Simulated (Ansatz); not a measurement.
Z-matrix (Å, degrees):
```
C
B 1 1.561
O 1 1.413 2 115.8
H 1 1.105 2 109.9 3 -128.6
H 1 1.102 2 106.8 3 119.6
Cl 2 1.748 1 118.7 3 -178.7
H 2 1.192 1 123.9 3 0.2
Ge 3 1.781 1 118.1 2 -79.6
H 8 1.542 3 108.3 1 -62.5
H 8 1.530 3 104.9 1 177.2
H 8 1.542 3 109.2 1 56.6
```

The species carries charge 0 and has multiplicity 1.

Problem. List the B3LYP/def2-TZVPP orbital energies in eV (Ansatz). (Estimate.)

Solution. Ansatz gave: Occupied: -10850.68, -2762.74, -1355.02, -1205.93, -1205.92, -1205.92, -520.44, -278.00, -257.50, -196.51, -196.42, -196.36, -184.97, -169.61, -119.88, -119.83, -119.83, -33.57, -33.42, -33.41, -33.34, -33.34, -27.23, -23.08, -18.80, -15.54, -13.88, -12.56, -12.46, -11.59, -10.67, -9.89, -9.78, -9.57, -8.78, -8.43, -7.39. Lowest empty: -1.65, -0.07, 0.56, 0.94, 1.50, 1.77, 1.96, 2.29.

B3LYP here is the variant with VWN-RPA as its local correlation; programs differ in this.
